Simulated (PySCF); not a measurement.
C3H10Hf, SMILES [CH3][HfH]([CH3])[CH3], multiplicity 1.

Geometry: PBE0-D3(BJ)/def2-SVP. The spin state was assumed, not searched. The def2 effective core potentials stand for the cores of Hf; spin–orbit coupling is left out.

Vertical ionisation energy (IE) and electron affinity (EA) in eV. Rows of orbital energies are one-electron estimates. Where ΔSCF, EOM or ADC give a negative EA the extra electron is unbound and the value depends on the basis.

```tsv
level	IE	EA
−ε(HOMO), −ε(LUMO), B3LYP/def2-TZVP (PySCF)	7.34	0.95
−ε(HOMO), −ε(LUMO), PBE/def2-TZVP (PySCF)	6.25	1.66
```
